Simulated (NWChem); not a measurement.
System: GaH₃S; SMILES [SH][GaH2]

Here is an NWChem input.

```
start job
memory heap 200 mb stack 900 mb global 1100 mb
geometry units angstroms noautoz
  Ga    -0.015065    -0.788347     0.000000
  H      1.372392    -1.501657     0.000000
  H     -1.420761    -1.469288     0.000000
  S      0.073655     1.413388     0.000000
  H     -1.265123     1.594664     0.000000
end
basis spherical
  * library def2-svp
end
dft
  xc rpbe cpbe96
  iterations 150
  mulliken
end
task dft energy
```

Structure relaxed at the PBE0/def2-SVP level.

Q: Give the results of this calculation. (RPBE/def2-SVP.) Quantities: energy (Ha); highest occupied level (eV); orbital gap (eV); dipole (D).

A: The energy (Ha) is -2324.38. The highest occupied level (eV) is -6.43. The orbital gap (eV) is 4.33. The dipole (D) is 1.06.
